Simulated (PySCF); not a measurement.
Working out the ionisation energy of Ru⁺

Ru⁺ [Kr] 4d7 (4F) → Ru²⁺ [Kr] 4d6 (5D). Calculation: PySCF 2.14, in x2c-TZVPPall (8s6p6d2f1g, 79 functions); the spin-free X2C one-electron Hamiltonian (Gaussian nucleus). Frozen: [Ar] 3d10. Energies in hartree (1 hartree = 27.21139 eV):

```
            part   Ru⁺ (lower)  Ru²⁺ (upper)
             UHF  -4527.758220  -4527.210005
CCSD correlation     -0.446943     -0.397035
             (T)     -0.011842     -0.008701
```

What does Hartree-Fock give?

(-4527.210005) − (-4527.758220) = 0.548215 hartree = 14.918 eV.

What do CCSD and CCSD(T) give?

The CCSD correlation energies differ by 0.049908 hartree = 1.358 eV and the triples by 0.003141 hartree = 0.085 eV, so CCSD gives 16.276 eV and CCSD(T) 16.361 eV.

Reference: 16.76 ± 0.06 eV (semi-empirical (NIST evaluation); NIST Atomic Spectra Database, ionization energies), between the lowest levels; spin-orbit coupling is absent from the calculation.

What remains against the reference includes basis incompleteness, the frozen core and higher excitations.
